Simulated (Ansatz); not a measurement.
Reaction (atomization): `O=C([SeH])O[SiH3]` → C• + 4 H• + 2 O• + Se• + Si•

Calculated with Ansatz (gas phase, PBE0-D4/def2-TZVP geometries, no zero-point term in ΔE). CBS: MP2 limit from def2 TZ/QZ plus the TZ coupled-cluster correction, frozen cores. This one scheme is used for every species, atoms too. Functionals use def2-TZVPP. B3LYP here is the variant with VWN-RPA as its local correlation; programs differ in this. Open shells (•) are unrestricted, without spin–orbit coupling. Spin–orbit coupling would lower the free atoms: a little for C, O, Si; clearly for Se. Bonds to Se are less sure, by a few kJ/mol each and by 10 to 20 or more in all where they break to atoms, as the def2 sets lack core-valence functions. Scalar relativity is left out up to krypton. Each species was taken in one conformer, which may not be the lowest.

Task: What is ΔE at CCSD(T)/CBS? (Estimate.)

Result: The calculation gave: +3249.0 kJ/mol.

Task: What do these levels give: PBE-D4, r2SCAN-D4, PBE0-D4, B3LYP-D4, PBE0, HF/def2-TZVPP, MP2/def2-TZVPP, SCS-MP2/def2-TZVPP, CCSD/def2-TZVPP, HF/def2-QZVPP, SCS-MP2/def2-QZVPP, CCSD/CBS(def2)? (An estimate is asked.)

Result: The calculation gave: PBE-D4 3331.8, r2SCAN-D4 3265.7, PBE0-D4 3227.7, B3LYP-D4 3235.3, PBE0 3209.4, HF/def2-TZVPP 2196.2, MP2/def2-TZVPP 3234.3, SCS-MP2/def2-TZVPP 3203.8, CCSD/def2-TZVPP 3077.9, HF/def2-QZVPP 2201.7, SCS-MP2/def2-QZVPP 3270.3, CCSD/CBS(def2) 3178.9 kJ/mol.

Largest T1 diagnostic among the species: 0.014.

The D4 term adds +35.0 kJ/mol with B3LYP and +18.2 kJ/mol with PBE0; it sums over pairs of atoms, weighted by their polarisabilities, and B3LYP, whose exchange is more repulsive, gets the larger term. From PBE to PBE0 (25 % exact exchange), in def2-TZVPP and without D4, ΔE moves by −100.9 kJ/mol: exact exchange takes away binding that semilocal exchange gives to molecules.

For atomizations the MP2-based limit and the directly extrapolated one differ by several kJ/mol either way, and by 10 to 25 for some Ge, Se and Sn compounds, so smaller differences from it don't rank the levels.
